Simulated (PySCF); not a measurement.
PySCF input for C4H2BrF, SMILES C#C/C=C(\F)Br, PBE/pcSseg-1. Coordinates come from a PBE-D3(BJ)/def2-SVP optimisation. The structure was generated by enumeration; whether it is a known compound was not checked.

```python
import numpy as np
from pyscf import gto, scf, dft
from pyscf.prop.nmr import rks as nmr

mol = gto.M(
    atom='''
    C    -0.16403344   -3.78046551    0.00000000
    C    -0.40131792   -2.57699965    0.00000000
    C    -0.71291888   -1.19582929    0.00000000
    C     0.23240603   -0.22193247    0.00000000
    F     1.53278428   -0.48075713    0.00000000
    Br   -0.16583396    1.61991421    0.00000000
    H     0.05199306   -4.83949735    0.00000000
    H    -1.76767764   -0.87932444    0.00000000
    ''',
    basis='pcSseg-1',
    charge=0,
    spin=0,
    max_memory=1600,
    verbose=3,
)
mf = dft.RKS(mol, xc='pbe')
mf.grids.level = 3
mf.conv_tol = 1e-10
mf.max_cycle = 100
mf.kernel()
n = nmr.NMR(mf)
n.verbose = 2
n.max_cycle_cphf = 60
sigma = n.kernel()
print('atom   isotropic/ppm   span/ppm')
for i, s in enumerate(sigma):
    w = np.linalg.eigvalsh((s + s.T) / 2)
    print(f'{mol.atom_symbol(i):2s}{i + 1:3d} {w.mean():14.3f} {w[2] - w[0]:11.3f}')
```

Log of the run:

```
converged SCF energy = -2826.56671146087
atom   isotropic/ppm   span/ppm
C   1         85.159     159.628
C   2        100.289     288.956
C   3         81.075     130.820
C   4          2.408     131.512
F   5        187.591     180.207
Br  6       1801.351    1560.271
H   7         27.524      10.002
H   8         25.847       9.614
```

The calculation finished and met its thresholds.

Cost: around 19 core-seconds (rough).
